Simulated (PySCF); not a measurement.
System: C3HO, charge -1, multiplicity 1. It need not be the lowest isomer of its formula. Whether it binds its extra electron was not tested at this geometry. 
Coordinates optimised at B3LYP-D3(BJ)/def2-TZVP (Ansatz):
```
C
C 1 1.2719
O 2 1.2123 1 172.26
C 1 1.3450 2 164.57 3 -180.00
H 4 1.1170 1 109.28 2 -180.00
```
Charge -1, spin multiplicity 1.

Dispersion corrections to the total energy (kcal/mol) from the dftd3 and dftd4 libraries through PySCF: D3(BJ) without and D4 with the three-body term, each with the damping fitted for the functional named.

```
functional      D3(BJ)          D4
----------  ----------  ----------
BP86             -2.64       -2.61
PW6B95           -0.81       -1.81
CAM-B3LYP        -1.27  (withheld)
revPBE           -4.40       -6.97
TPSSh            -1.92       -2.45
HSE06       (withheld)       -1.53
TPSS        (withheld)       -2.71
```

Task: What belongs in the gaps?

Result: 
- CAM-B3LYP, D4: -1.66
- HSE06, D3(BJ): -1.06
- TPSS, D3(BJ): -2.10
